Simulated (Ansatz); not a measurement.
XB6: PBE0-D4/def2-TZVP single points in Ansatz on relaxed structures, gas phase. Each cluster is the lowest isomer that a short search found in that spin, judged at the geometry's level, and lower ones may exist. HOMO and LUMO are taken over both spins. Binding counts from free atoms in the multiplicity of their measured ground term, without zero-point energy. The structures are stationary points that may keep the symmetry of their start. Remarks come from the PBE and PBE0 runs and from stability tests at other levels; not every state was tested.

| species | atoms | state | geometry | HOMO (eV) | LUMO (eV) | gap (eV) | binding per atom (eV) | point group (within 0.1 Å) |
| --- | --- | --- | --- | --- | --- | --- | --- | --- |
| B6N | 7 | doublet | B3LYP-D4/def2-SVP | -5.91 | -3.66 | 2.25 | 4.56 | Cs |
| AlB6 | 7 | doublet | r2SCAN-D4/def2-SVP | -6.41 | -3.91 | 2.50 | 4.08 | C2 |

Question: Estimate the rows for MgB6 (singlet, PBE0-D4/def2-SVP geometry).

Answer: 
| species | atoms | state | geometry | HOMO (eV) | LUMO (eV) | gap (eV) | binding per atom (eV) | point group (within 0.1 Å) | remarks |
| --- | --- | --- | --- | --- | --- | --- | --- | --- | --- |
| MgB6 | 7 | singlet | PBE0-D4/def2-SVP | -5.49 | -3.72 | 1.77 | 3.77 | – | restricted SCF unstable in HF |

The gap (eV) runs from 1.77 (MgB6) to 2.50 (AlB6).
